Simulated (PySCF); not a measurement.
# One molecule, several mistakes: CClGe2H5

These are calculations, not measurements. They come from PySCF 2.14.0, an open-source quantum chemistry program, on an isolated molecule that a program drew, which may never have been made. The molecule is CClGe2H5 (charge 0, singlet), drawn as the SMILES string `[Cl][GeH]=[CH][GeH3]`.

Each row is a Hartree-Fock (HF) and frozen-core CCSD(T) single point in the cc-pV(D+d)Z basis, meant for a local HF minimum. Run 1 is clean. Each other run has one planted mistake out of seven kinds, and not every kind appears here: one electron removed, one electron added, multiplicity raised by two, geometry at a saddle point, minimal basis STO-3G, one bond length entered in bohr, all coordinates scaled. The reference is restricted for singlets and unrestricted otherwise, and also for a bond in bohr. Adding or removing an electron swaps singlet and doublet. Electrons count all cores. HOMO and LUMO are orbital energies over both spins, the gradient is its largest component, and the lowest frequency (negative if imaginary) is given only where the gradient is small. Bond lengths are over the 8 bonds as drawn. T1 is the CCSD diagnostic: over 0.02 (restricted) or 0.045 (unrestricted) a single reference is doubtful. Germanium has the cc-pVDZ-PP basis, with a core potential (ECP10MDF) in place of its 10 inner electrons, and its 3s, 3p and 3d shells are frozen in CCSD(T).

Geometry of the clean run:
```xyz
9
CClGe2H5, angstrom
Cl    2.0177   -2.5251    1.7259
Ge    1.3288   -0.8180    0.6152
C     0.0026   -0.9174   -0.5276
Ge   -0.6453    0.5975   -1.5454
H     2.1731    0.3688    1.0125
H    -0.4664   -1.8870   -0.6571
H    -2.1204    0.8797   -1.2337
H     0.1876    1.8322   -1.1727
H    -0.5137    0.3450   -3.0526
```

| run | electrons | basis functions | <S^2> | HOMO (eV) | LUMO (eV) | gradient (hartree/bohr) | lowest frequency (cm^-1) | mean bond (Å) | longest bond (Å) | T1 | HF (hartree) | CCSD(T) (hartree) | mistake |
|---|---|---|---|---|---|---|---|---|---|---|---|---|---|
| 1 | 92 | 108 | 0.000 | -8.80 | 1.82 | 1.9e-05 | 93 | 1.6297 | 2.150 | 0.0128 | -1087.01123 | -1087.54902 | no fault |
| 2 | 93 | 108 | 0.773 | 0.19 | 7.59 | 5.0e-02 | - | 1.6297 | 2.150 | 0.0128 | -1086.97348 | -1087.51561 | one electron added |
| 3 | 92 | 108 | 1.406 | -8.11 | 0.92 | 2.8e-02 | - | 1.8451 | 3.660 | 0.0461 | -1086.90565 | -1087.40604 | one bond length entered in bohr |
| 4 | 92 | 108 | 2.031 | -6.15 | 0.15 | 9.5e-02 | - | 1.6297 | 2.150 | 0.0137 | -1086.93890 | -1087.43838 | multiplicity raised by two |
| 5 | 92 | 108 | 0.000 | -8.58 | 1.29 | 4.2e-02 | - | 1.7487 | 2.307 | 0.0152 | -1086.97007 | -1087.52355 | ? |
| 6 | 91 | 108 | 0.759 | -16.38 | -6.45 | 6.5e-02 | - | 1.6297 | 2.150 | 0.0201 | -1086.74242 | -1087.23765 | ? |

**Which mistake was planted in run 5, and what did it cost?**

The mean and the longest bond both change by the same factor, 1.073, and the gradient is no longer small. So the mistake is: all coordinates scaled. Subtracting run 1 and multiplying by 627.51 kcal/mol a hartree, the energy moved by 25.8 kcal/mol in HF and 16.0 kcal/mol in CCSD(T).

**Which mistake was planted in run 6, and what did it cost?**

It counts 91 electrons, one fewer than the clean run, at the same geometry and basis. So the mistake is: one electron removed. Subtracting run 1 and multiplying by 627.51 kcal/mol a hartree, the energy moved by 168.7 kcal/mol in HF and 195.4 kcal/mol in CCSD(T).

Cautions from the logs. Run 2: the HOMO is above zero, so the electron isn't bound and the energy depends on the basis; run 3: T1 is over the limit, so its CCSD(T) energy is less reliable.
